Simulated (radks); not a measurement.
Br+, 34 electrons, occupied as [Ar] 3d10 4s2 4p4.

All-electron calculation, Dirac Kohn-Sham, PBE, spin-unpolarised, spherical densities, finite nucleus; open shells are shared between the two j in proportion to 2j + 1; Fermi nuclear charge, rms radius 4.1629 fm. Program: a radial shooting solver on a logarithmic mesh with Libxc functionals.

Energy parts (hartree):
part                       energy
total                 -2606.10898
kinetic                2672.36060
electron-nucleus      -6281.00348
Hartree                1094.40537
exchange-correlation    -91.87146

Orbitals (lengths in bohr, moments of r in powers of bohr; r(90%) holds 90 % of the orbital's charge):
orbital     occ.  eigenvalue (hartree)   <1/r>  r(90%)  small-component weight
1s1/2          2             -489.6703   35.66  0.0764                1.61e-02
2s1/2          2             -64.07304   7.955   0.293                3.18e-03
2p1/2          2             -57.73955   7.922   0.266                3.18e-03
2p3/2          4             -55.99378   7.662   0.272                3.10e-03
3s1/2          2              -9.15745   2.606   0.821                7.66e-04
3p1/2          2              -6.95524   2.488   0.851                7.15e-04
3p3/2          4              -6.70403   2.426   0.866                6.95e-04
3d3/2          4              -2.88614   2.163   0.968                5.74e-04
3d5/2          6              -2.84623   2.147   0.975                5.68e-04
4s1/2          2              -1.11670  0.8138    2.42                1.18e-04
4p1/2    1.33333              -0.65610  0.6792    2.94                8.52e-05
4p3/2    2.66667              -0.63517  0.6648    2.99                8.23e-05

The highest occupied level is 4p3/2 at -17.284 eV. Summed over all electrons, <r^2> = 31.47 bohr^2, which gives a Langevin (diamagnetic) susceptibility term of -24.9 x 10^-6 cm^3/mol. The density falls to 0.001 e/bohr^3 at r = 3.82 bohr. For comparison, the ionisation energy in NIST's Atomic Spectra Database is 21.591 eV (measured). In exact Kohn-Sham theory the highest level is minus the ionisation energy, but local and semilocal functionals leave it too shallow, through self-interaction and a potential that decays too fast; potentials with the right tail come closer. The electron density at the nucleus is 4.437e+04 e/bohr^3.

Beside tabulated values, note that spin-unpolarised runs miss the spin-polarisation part of the exchange energy of open shells.
